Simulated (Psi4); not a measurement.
The Psi4 input:
```
memory 2 GB

molecule {
0 1
B    -0.43339263    0.47625837    0.02890618
N    -1.28448408   -0.52815916   -0.44379611
C    -2.69315993   -0.34022882   -0.72109426
C    -0.86676686   -1.88653949   -0.71714767
H    -2.90377158   -0.55881915   -1.77293308
H    -3.29348819   -1.01486086   -0.10223929
H    -3.00008855    0.68289972   -0.51341162
H    -1.43086565   -2.58975522   -0.09677930
H    -1.04079172   -2.13329538   -1.76900487
H     0.19427884   -2.00672188   -0.50244707
O    -0.77205186    1.75556395    0.29911463
H    -1.67664738    2.03314819    0.16387386
Se    1.47341665    0.13958346    0.38179997
H     1.74953548    1.47348735    0.81031890
}

set {
  basis def2-sv(p)
}

energy('r2scan')
print_variables()
```

Task: What is the computed dipole moment (Psi4 with R2SCAN/def2-SV(P))?

Result: 3.67 D

Task: Estimate the total energy that R2SCAN/def2-SV(P) returns for this input.

Result: -2636.8701 Eh

Task: What number of basis functions does R2SCAN/def2-SV(P) give?

Result: 118

Task: Estimate the nuclear repulsion energy that R2SCAN/def2-SV(P) returns for this input.

Result: 415.8526 Eh
